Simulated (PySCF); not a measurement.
# One molecule, several mistakes: BCGeH7Si

All numbers below are calculated, not measured. The program is PySCF 2.14.0, an open-source quantum chemistry code, run on an isolated molecule that a program drew, which may never have been made. The molecule is BCGeH7Si (charge 0, singlet), drawn as the SMILES string `B=[C]([SiH3])[GeH3]`.

Each row is a Hartree-Fock (HF) and frozen-core CCSD(T) single point in the cc-pV(D+d)Z basis, meant for a local HF minimum. Run 1 is clean. Each other run has one planted mistake out of seven kinds, and not every kind appears here: one electron removed, one electron added, multiplicity raised by two, geometry at a saddle point, minimal basis STO-3G, one bond length entered in bohr, all coordinates scaled. The reference is restricted for singlets and unrestricted otherwise, and also for a bond in bohr. Adding or removing an electron swaps singlet and doublet. Electrons count all cores. HOMO and LUMO are orbital energies over both spins, the gradient is its largest component, and the lowest frequency (negative if imaginary) is given only where the gradient is small. Bond lengths are over the 10 bonds as drawn. T1 is the CCSD diagnostic: over 0.02 (restricted) or 0.045 (unrestricted) a single reference is doubtful. Germanium has the cc-pVDZ-PP basis, with a core potential (ECP10MDF) in place of its 10 inner electrons, and its 3s, 3p and 3d shells are frozen in CCSD(T).

Geometry of the clean run:
```xyz
11
BCGeH7Si, angstrom
B    -1.1440   -0.4966   -0.8962
C     0.0351   -1.1980   -0.8935
Si    1.6239   -0.3654   -1.3704
Ge   -0.0427   -3.0782   -0.3750
H    -2.1576    0.1001   -0.8967
H     2.6053   -0.4148   -0.2596
H     1.3812    1.0568   -1.7162
H     2.2433   -1.0316   -2.5417
H    -1.4860   -3.4712   -0.0377
H     0.8407   -3.3196    0.8540
H     0.4594   -3.9597   -1.5239
```

```
run  electrons  basis functions  <S^2>  HOMO (eV)  LUMO (eV)  gradient (hartree/bohr)  lowest frequency (cm^-1)  mean bond (Å)  longest bond (Å)      T1  HF (hartree)  CCSD(T) (hartree)                          mistake
  1         64              109  0.000      -9.32       2.20                  2.5e-05                       109         1.5405             1.952  0.0136    -648.88994         -649.37874                         no fault
  2         63              109  0.757     -16.80      -6.48                  5.5e-02                         -         1.5405             1.952  0.0220    -648.60327         -649.04924             one electron removed
  3         64              109  1.464      -8.97       1.57                  2.3e-02                         -         1.6625             2.592  0.0444    -648.67785         -649.13564  one bond length entered in bohr
  4         64              109  2.019      -6.14      -0.18                  1.2e-01                         -         1.5405             1.952  0.0171    -648.78638         -649.24510       multiplicity raised by two
  5         64              109  0.000      -9.22       2.09                  1.1e-02                         -         1.5667             1.985  0.0139    -648.88709         -649.37844           all coordinates scaled
  6         65              109  0.780       0.01       8.24                  5.9e-02                         -         1.5405             1.952  0.0166    -648.84792         -649.35324                                ?
```

**Which mistake was planted in run 6, and what did it cost?**

It counts 65 electrons, one more than the clean run, at the same geometry and basis. So the mistake is: one electron added. Subtracting run 1 and multiplying by 627.51 kcal/mol a hartree, the energy moved by 26.4 kcal/mol in HF and 16.0 kcal/mol in CCSD(T).

Cautions from the logs. Run 6: the HOMO is above zero, so the electron isn't bound and the energy depends on the basis.
